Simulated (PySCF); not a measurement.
**Vibration and rotation of LiSn⁺**

UHF-CCSD(T) constants of LiSn⁺, ³Π (triplet), unpaired electrons σ ↑, π ↑ (Li cc-pVDZ, Sn cc-pVDZ-PP with ECP28; scalar-relativistic core potentials (PySCF 2.14); masses 7.0160 and 119.9022 u):

| Property | Result |
| --- | --- |
| ωe | 236.1 cm⁻¹ |
| ωexe | 1.78 cm⁻¹ |
| Be | 0.27896 cm⁻¹ |
| αe | 0.00343 cm⁻¹ |
| De to Li⁺ + Sn | 0.85 eV |

(1) What force constant and bond length do these constants imply?

(2) Estimate the centrifugal constant D from the Kratzer relation and find the Dunham coefficient a1.

Correlated steps freeze 4 core orbitals. Correlated levels converge slowly with the basis: in double zeta they bind strong bonds too weakly, by up to about 1 eV, and carry superposition errors of some tenths. Spin–orbit coupling is left out, which matters for elements this heavy, above all for dissociation energies. For an ion De counts to the pair picked by the measured ionisation energies or electron affinities, which need not be the lowest pair at this level. The state is the lowest determinant that a PBE0 search found; another state may lie lower at other levels.

Results:

(1) Reduced mass μred = 6.6282 u; k = 5.8918×10⁻⁷·μred·ωe² (u, cm⁻¹, mdyn/Å) = 0.218 mdyn/Å; Re = √(16.8576/(μred·Be)) (u, cm⁻¹, Å) = 3.019 Å.

(2) D = 4Be³/ωe² = 1.56e-06 cm⁻¹; a1 = −1 − αeωe/(6Be²) = -2.73.
